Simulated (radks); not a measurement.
Initial-state core-level shifts of the samarium ion Sm+ when its valence configuration changes from [Xe] 4f6 6s1. All-electron calculation, Dirac Kohn-Sham, PBE, spin-unpolarised, spherical densities, finite nucleus; open shells fill j = l - 1/2 first; Fermi nuclear charge, rms radius 5.0819 fm. Program: a radial shooting solver on a logarithmic mesh with Libxc functionals. Shifts are changes of the shell-averaged eigenvalues in eV (positive: less bound); the change of the density at the nucleus, which sets a Mossbauer isomer shift, is in e/bohr^3, on a base of 5.332e+05.

| valence | 2p | 3d | 4p | 4d | density at nucleus |
|---|---|---|---|---|---|
| 4f6 5d1 | +1.791 | +1.742 | +1.767 | +1.791 | -28.39 |
| 4f5 6s2 | -9.138 | -9.979 | -9.451 | -9.172 | +66.14 |
| 4f6 6p1 | -1.053 | -1.040 | -1.050 | -1.054 | -25.74 |
| 4f5 6s1 6p1 | -10.173 | -11.012 | -10.485 | -10.207 | +36.12 |
| 4f6 5d0.5 6s0.5 | +0.944 | +0.918 | +0.930 | +0.942 | -14.83 |
| 4f5.5 5d0.5 6s1 | -3.166 | -3.575 | -3.357 | -3.223 | +12.88 |
| 4f7 | +5.843 | +6.341 | +6.220 | +6.081 | -42.64 |
| 4f5.5 6s0.5 6p1 | -5.338 | -5.716 | -5.507 | -5.384 | +2.52 |
| 4f4 5d2 6s1 | -14.521 | -16.554 | -15.154 | -14.468 | +60.58 |
